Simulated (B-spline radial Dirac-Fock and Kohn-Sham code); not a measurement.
## EELS cross sections of the Zr L3 (2p3/2) edge

System: atomic zirconium, configuration [Kr] 4d2 5s2. The computed values come from a radial B-spline solver: the first Born approximation with generalised oscillator strengths from a Dirac-Hartree-Slater potential (longitudinal and transverse terms; continuum final states only, so no white lines or fine structure). The edge is taken at 2223.0 eV (tabulated value).

Input of the calculation (task.json; shells as n, l, electrons):

```json
{"items": [{
  "Z": 40,
  "q": 0,
  "cfg": [[1, 0, 2], [2, 0, 2], [2, 1, 6], [3, 0, 2], [3, 1, 6], [3, 2, 10], [4, 0, 2], [4, 1, 6], [4, 2, 2], [5, 0, 2]],
  "A": 90,
  "rrms": 4.2694,
  "do": "eels",
  "beams": [[60, 10], [60, 20], [60, 50], [100, 5], [100, 10], [100, 50], [120, 10], [120, 50], [120, 100], [200, 5], [200, 10], [300, 5], [300, 10], [300, 20]],
  "edges": {"L3": 2223.0}
}]}
```

Run with: `python xray2_run.py task.json out`

Edge shape dσ/dE in barn per eV:

```csv
E − edge (eV),"100 kV, 5 mrad","120 kV, 100 mrad","300 kV, 10 mrad"
1,0.114,2.51,0.732
3,0.123,2.69,0.788
6,0.130,2.86,0.839
10,0.136,2.97,0.873
15,0.137,3.00,0.881
20,0.134,2.97,0.869
30,0.129,2.88,0.837
40,0.125,2.82,0.816
50,0.123,2.80,0.805
65,0.119,2.76,0.789
80,0.115,2.70,0.767
100,0.110,2.62,0.738
125,0.104,2.55,0.708
150,0.0988,2.46,0.677
200,0.0885,2.31,0.619
250,0.0794,2.16,0.567
300,0.0712,2.02,0.519
```

For the first setting the maximum lies 15 eV above the edge. The intensity 300 eV above the edge is 52 % of the maximum.
